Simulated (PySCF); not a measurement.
A structure optimised at PBE-D3(BJ)/def2-TZVP, used in a PySCF frequency run:

```xyz
3

Sb     0.0000     0.0000     0.3379
F      0.0000    -1.4363    -0.9575
F      0.0000     1.4363    -0.9575
```
Charge 0, spin multiplicity 2.

Question: Write its SMILES, formula and point group.

Answer: [F][Sb][F], F2Sb, C2v

Question: What are its rotational constants (standard atomic weights)?

Answer: 10.400, 6.4471, 3.9798 GHz
